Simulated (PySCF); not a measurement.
Computed IR spectrum (relative IR intensity) of a molecule C4H5Cl. The structure is a stationary point at PBE0-D3(BJ)/def2-SVP. The values are those of a single conformer. Level of theory: PBE0-D3(BJ)/def2-SVP (PySCF 2.14.0). Frequencies are harmonic and unscaled.

Lines under 2 % of the strongest are left out, and lines within 2 cm⁻¹ are merged.

```tsv
ν (cm⁻¹)	relative intensity
412	15
510	19
773	29
880	24
894	82
935	20
951	9.3
1085	2.8
1166	35
1191	9.8
1219	14
1300	87
1436	2.8
1694	100
3069	60
3082	36
3129	14
3147	25
3252	3.7
```

Q: Which molecule gave these data?
A. CC=C=CCl
B. C#CCCCl
C. C=C=CCCl
D. ClC1=CCC1

A: D, ClC1=CCC1
